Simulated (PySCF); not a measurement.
## SMILES Cc1ccc(Cl)n1C, C$_{6}$H$_{8}$ClN

Cartesian coordinates in Å; atom numbers follow the order of the lines, from 1:
```xyz
16

C    -1.344   -0.087    0.098
C     0.111   -0.388    0.087
C     0.778   -1.596    0.074
C     2.174   -1.332    0.070
C     2.303    0.036    0.082
Cl    3.732    0.984    0.084
N     1.057    0.615    0.092
C     0.765    2.023    0.104
H    -1.650    0.477    0.996
H    -1.914   -1.025    0.086
H    -1.657    0.504   -0.780
H     0.303   -2.576    0.067
H     2.993   -2.046    0.060
H     0.191    2.315   -0.789
H     0.187    2.299    0.999
H     1.708    2.582    0.111
```

Method used: quadratic response B3LYP/def2-SVPD first hyperpolarisability, Taylor convention, gas phase (PySCF). Geometry: PBE0-D3(BJ)/def2-SVP.

Give the tensor of the second harmonic β(−2ω;ω,ω) at 694.3 nm in the axes of these coordinates.

In au, Taylor convention; rows are the first index (the induced dipole):
|  | xx | yy | zz | xy | xz | yz |
| --- | --- | --- | --- | --- | --- | --- |
| x | +111.2 | +13.4 | +15.6 | -67.4 | -1.5 | +0.2 |
| y | -44.9 | +9.9 | -8.6 | +14.1 | +0.1 | +0.7 |
| z | -1.3 | +0.7 | -0.2 | +0.1 | +19.0 | -9.5 |

Norm of βᵢ = ⅓ Σⱼ (βᵢⱼⱼ + βⱼᵢⱼ + βⱼⱼᵢ): 154.8 au, hyper-Rayleigh value 64.4 au.
